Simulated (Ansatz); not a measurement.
`FC(F)(F)C1(F)OC1(F)F` + HCl → `FC(F)(F)Cl` + `FC1OC1(F)F` at 400 K and 1 bar (substitution at a C–C bond).

Gas-phase electronic energies from Ansatz, PBE0-D4/def2-TZVP geometries. CBS: MP2 limit from def2 TZ/QZ plus the TZ coupled-cluster correction, frozen cores. This one scheme is used for every species.

```tsv
species	CCSD(T)/CBS energy (Eh)	H − E (kJ/mol)	S (J/(mol·K))
`FC(F)(F)C1(F)OC1(F)F`	-788.02044	142.2	423.1
HCl	-460.38127	29.6	195.4
`FC(F)(F)Cl`	-797.19793	61.1	306.3
`FC1OC1(F)F`	-451.19430	115.2	326.1
```

H − E and S are ideal-gas, rigid-rotor, harmonic terms from PBE0-D4/def2-TZVP, for one conformer and one mirror image of each species. 1 Eh = 2625.50 kJ/mol, R = 8.31446 J/(mol·K).

Problem. By hand: ΔE, ΔH, ΔS and ΔG.

Solution. ΔE = (-797.19793) + (-451.19430) − (-788.02044) − (-460.38127) = 0.00948 Eh = 24.9 kJ/mol. Δ(H − E) = 61.1 + 115.2 − 142.2 − 29.6 = 4.5, so ΔH = 29.4 kJ/mol. ΔS = 306.3 + 326.1 − 423.1 − 195.4 = 13.9 J/(mol·K). ΔG = 29.4 − 400 × (13.9)/1000 = 23.8 kJ/mol.

Problem. By hand: the equilibrium constant, and the temperature at which ΔG would vanish if ΔH and ΔS stayed fixed.

Solution. log₁₀ K = −ΔG/(RT ln 10) = -3.1. ΔG = 0 at ΔH/ΔS = 2115 K, though so small a ΔS makes that figure unsure.

The number of gas molecules stays the same, so ΔS is small and ΔH decides. A doubt of 5 kJ/mol in ΔE shifts log₁₀ K by 0.7 here. Other conformers and mirror images would add mixing entropy, several J/(mol·K) or more a flexible species. Modes under 60 cm⁻¹, often nearly free rotors, make the harmonic entropy too high. These are equilibria of isolated gas molecules and say nothing of rates. Largest T1 diagnostic: 0.013 (customary marks: 0.02 for closed shells, 0.045 for open ones).
